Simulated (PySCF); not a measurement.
Checking a proposed structure

A compound C5H7F3O2 gives the data below (simulated from a calculation) and was assigned the structure `COC(=O)CCC(F)(F)F`.

¹³C{¹H} NMR (computed): δ 132.1 (C), 78.2 (CH), 70.7 (CH2), 70.0 (CH2), 69.4 (CH2).

¹H NMR (500 MHz, computed): δ 4.01 (m, 1H), 3.96 (m, 1H), 3.89 (m, 1H), 3.84 (m, 1H), 3.83 (m, 1H), 3.79 (m, 1H), 3.70 (m, 1H).

PySCF 2.14 calculation with GIAO PBE0/pcSseg-1 shieldings and geometry: GFN2-xTB; non-relativistic Hamiltonian, rapidly exchanging positions averaged, single conformer, no solvent.

References, each an isolated molecule treated in the same way: ¹H, ¹³C against TMS.

Task: Compare with the shifts computed for the proposed structure, pairing carbons in order of shift.

Result: Structure with atom numbers: `[CH3:1][O:2][C:3](=[O:4])[CH2:5][CH2:6][C:7]([F:8])([F:9])[F:10]`; H(Xn) means a hydrogen on atom n.

```
atom  computed for proposal  given list  difference
  C3                  178.7       132.1       +46.6
  C7                  135.9        78.2       +57.7
  C1                   53.8        70.7       -16.9
  C6                   34.1        70.0       -35.9
  C5                   31.3        69.4       -38.1
```

The rms difference is 41.3 ppm and the largest +57.7 ppm at C7 (CF3 carbon). The carbon types in order of shift don't match either: C, C, CH3, CH2, CH2 for the proposal against C, CH, CH2, CH2, CH2 in the data. The proposal doesn't fit.

Task: Which isomer fits?

Result: `FC(F)(F)[C@H]1COCCO1`.

- Carbon types of the structure: 1 × C, 1 × CH, 3 × CH2, which accounts for all hydrogens.
- δC 132.1: CF3 carbon; 3 electronegative neighbours deshield it.
- δC 78.2: sp3 CH bonded to O; the inductive effect lowers its shielding.
- δC 70.7, 70.0, 69.4: sp3 CH2 bonded to O; deshielded by the electronegative neighbour.
- δH 3.96: hydrogen on an sp3 CH bonded to O; its carbon carries O, hence the downfield position.

The shifts were computed for this structure.

Splittings by ¹⁹F in the carbon and heteronuclear signals aren't shown, as no couplings were computed. Shifts are as computed. Against solution values, carbons near 30 ppm lie about +3 ppm off and those near 130 ppm about +5 ppm. Of 1211 compounds with measured shifts, 218 miss one by over three times the rms of a fit or turn the order of signals round; such compounds aren't used in these exercises. Multiplicities follow the n + 1 count of equivalent neighbours, as no J values were calculated; m marks all less simple cases, F and P coupling included.
